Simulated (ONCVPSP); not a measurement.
**How hard is this Al (Z = 13) ONCV potential?**

| Property | Result |
| --- | --- |
| Element | aluminium (Al) |
| Generator | ONCVPSP 4.0.1 |
| Type | optimised norm-conserving Vanderbilt (ONCV) |
| Functional | LDA (Perdew-Wang 92) |
| Relativity | scalar-relativistic |
| Frozen core | [He] |
| Valence charge | 11 |
| Reference configuration | 2s2 2p6 3s2 3p1 |
| Partial waves | 2s+3s: rc 1.00 bohr, ncon 4, nbas 8, qcut 9.7 1/bohr, 2 projectors; 2p+3p: rc 1.35 bohr, ncon 3, nbas 7, qcut 12.8 1/bohr, 2 projectors |
| Local potential | polynomial inside 0.75 bohr (lpopt 5, dvloc0 7 Ha) |
| Core correction | polynomial model core, fcfact 0.35 |

Question: For each optimised wave give the share of its norm inside rc, the residual kinetic energy above qcut (Ha) and the cutoffs (Ha) for errors of 10, 1, 0.1 and 0.01 mHa per electron.

Answer:

```
wave  norm inside rc  residual KE  10 mHa  1 mHa  0.1 mHa  0.01 mHa
  2s           0.903      1.4e-05    19.1   24.8     29.7      64.7
  3s           0.034      1.4e-05    13.2   19.1     25.1      50.0
  2p           0.972      1.4e-08    44.7   54.1     62.2      68.4
  3p           0.037      7.9e-09    32.9   45.7     56.0      64.5
```

The occupied waves need 54 Ha and 62 Ha for 1 and 0.1 mHa. 1 of 4 tests not solved or not reliable.
